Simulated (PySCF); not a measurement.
Gas-phase reaction: 4 GeO₂ + C₆H₆ ⇌ Ge₂O₂ + 6 CO + Ge₂H₆

Energies from PySCF, thermal terms from the rigid-rotor harmonic-oscillator model, ideal gas at 1 bar. † marks an energy on the PBE0/def2-TZVP geometry and frequencies; other levels use their own. MP2 freezes the core. 6-31G* has spherical d functions here. All species are closed-shell singlets. B3LYP is the form with VWN-RPA correlation. Ge: all electrons, no relativistic terms. GeO₂, Ge₂O₂: computed as isolated molecules; such fragments, hydroxides, amides, oligomers or adducts are transient or little studied in the gas. MP2 isn't extrapolated to the basis-set limit.

| level | ΔH°(298 K), kJ |
|---|---|
| B3LYP/6-31G* | … |
| B3LYP/def2-TZVP† | … |
| BLYP/def2-TZVP† | -426 |
| HF/6-31G* | -1291 |
| HF/def2-TZVP† | -1183 |
| MP2/def2-SVP† | -548 |
| MP2/def2-TZVPP† | … |
| PBE/def2-TZVP† | … |
| PBE0/def2-SVP† | -527 |
| PBE0/def2-TZVP | -450 |

### Question
Fill in the missing entries.

### Answer

- B3LYP/6-31G*, ΔH°(298 K), kJ: -598
- B3LYP/def2-TZVP†, ΔH°(298 K), kJ: -535
- MP2/def2-TZVPP†, ΔH°(298 K), kJ: -379
- PBE/def2-TZVP†, ΔH°(298 K), kJ: -286
